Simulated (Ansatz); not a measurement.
Consider the isomerisation: `CC1(O)C[SiH2]1` → `CC(C)O[SiH]`.

Gas-phase electronic energies from Ansatz, PBE0-D4/def2-TZVP geometries. CBS: MP2 limit from def2 TZ/QZ plus the TZ coupled-cluster correction, frozen cores. Functionals use def2-TZVPP. One conformer a species, not always the lowest.

```
             level  ΔE (kcal/mol)
       LDA (SPW92)          -17.8
            B97M-V          -24.1
           ωB97X-V          -23.0
               PBE          -20.4
              BLYP          -27.5
CCSD(T)/def2-TZVPP          -26.1
    MP2/def2-QZVPP          -22.3
     MP2/CBS(def2)          -21.7
```

Problem. What does CCSD(T)/CBS give? (Best estimate.)

Solution. The calculation gave: -24.9 kcal/mol. The listed levels differ from it by 7.1, 0.8, 1.9, 4.5, -2.6, -1.2, 2.6, 3.2 kcal/mol.

Largest T1 diagnostic among the species: 0.014.

At CCSD(T), def2-SVP lies −2.4 kcal/mol from the extrapolated value and def2-TZVPP −1.2 kcal/mol. In def2-TZVPP, CCSD(T) changes the Hartree–Fock value by +6.0 kcal/mol (the triples alone add +1.2 kcal/mol) and MP2 by +9.2 kcal/mol.
